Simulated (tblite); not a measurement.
C₅H₁₂GaNS.
Numbering: `[CH3:1][CH2:2][C:3]#[N+:4][Ga@@H-:5]([CH3:6])[S:7][CH3:8]` (hydrogens: H9, H10, H11 on C1; H12, H13 on C2; H14 on Ga5; H15, H16, H17 on C6; H18, H19, H20 on C8)
Bond orders are those of one Lewis drawing.

Computed with GFN2-xTB (tblite), gas phase: L-BFGS steps from a force-field or distance-geometry start until the largest atomic force falls under 0.01 eV/Å.

Geometry at step 31:
```
atom  x, y, z in Å
C1     -2.2133    1.2734    2.3946
C2     -1.6314    1.6104    1.0200
C3     -0.7823    0.5748    0.5129
N4     -0.1726   -0.2715    0.0322
Ga5     1.2695   -1.6879   -0.5932
C6      0.0684   -3.0747   -1.4252
S7      2.2853   -0.4447   -2.1915
C8      2.5645    1.2122   -1.4336
H9     -1.4456    1.2663    3.1608
H10    -2.6923    0.2978    2.3802
H11    -2.9491    2.0229    2.6771
H12    -1.0823    2.5570    1.0606
H13    -2.4511    1.7005    0.3008
H14     1.8588   -1.6125    0.8528
H15    -0.7791   -3.3526   -0.7958
H16     0.6107   -3.9863   -1.6831
H17    -0.3289   -2.6660   -2.3608
H18     2.1018    1.2739   -0.4484
H19     3.6368    1.3711   -1.3554
H20     2.1269    1.9467   -2.1081
```

Q: Give the atomic forces at this geometry.

A: 
| atom | Fx (eV/Å) | Fy (eV/Å) | Fz (eV/Å) |
| --- | --- | --- | --- |
| C1 | -0.029 | -0.019 | 0.142 |
| C2 | -0.075 | -0.020 | 0.017 |
| C3 | -0.028 | 0.070 | -0.125 |
| N4 | -0.046 | 0.013 | 0.190 |
| Ga5 | -0.045 | 0.214 | -0.181 |
| C6 | 0.003 | -0.048 | 0.013 |
| S7 | -0.010 | 0.083 | 0.013 |
| C8 | 0.013 | -0.064 | 0.004 |
| H9 | 0.142 | -0.050 | 0.002 |
| H10 | -0.024 | 0.010 | -0.011 |
| H11 | -0.018 | -0.016 | -0.082 |
| H12 | 0.000 | -0.092 | -0.058 |
| H13 | -0.008 | 0.125 | -0.063 |
| H14 | 0.053 | -0.029 | 0.033 |
| H15 | 0.001 | -0.050 | 0.038 |
| H16 | 0.002 | -0.077 | 0.012 |
| H17 | 0.025 | 0.030 | 0.014 |
| H18 | 0.044 | -0.025 | -0.056 |
| H19 | -0.042 | 0.007 | -0.003 |
| H20 | 0.042 | -0.061 | 0.102 |

The largest, 0.28 eV/Å, acts on Ga5; the rms over all components is 0.069 eV/Å. The forces sum to zero within rounding, as they must for an isolated molecule in no field.

Q: Give the force on Ga5 in Eh/bohr and in nN.

A: 0.284 eV/Å ÷ 51.422 = 0.00552 Eh/bohr, and 0.284 eV/Å × 1.602 = 0.45 nN.

Q: How far is this geometry from the end of the optimisation?

A: 0.158 eV above it, and 0.452 Å rms away after alignment. The bonds farthest from their final lengths, with half the difference of the two atoms' forces along the bond (positive lengthens):

```json
{"bond": "N4–Ga5", "now (Å)": "2.116", "final (Å)": "2.138", "force along bond (eV/Å)": "-0.01"}
{"bond": "S7–C8", "now (Å)": "1.843", "final (Å)": "1.834", "force along bond (eV/Å)": "-0.07"}
{"bond": "Ga5–H14", "now (Å)": "1.563", "final (Å)": "1.568", "force along bond (eV/Å)": "+0.11"}
{"bond": "Ga5–C6", "now (Å)": "2.014", "final (Å)": "2.017", "force along bond (eV/Å)": "+0.04"}
{"bond": "C8–H20", "now (Å)": "1.089", "final (Å)": "1.086", "force along bond (eV/Å)": "-0.04"}
{"bond": "C1–H9", "now (Å)": "1.085", "final (Å)": "1.087", "force along bond (eV/Å)": "+0.01"}
```

The angle farthest from its final value is C3–N4–Ga5, 168.2° against 152.4°.

The cost below is that of the whole relaxation. The run took 2.5 s of wall time on Arm Neoverse N1, one thread, shared host.
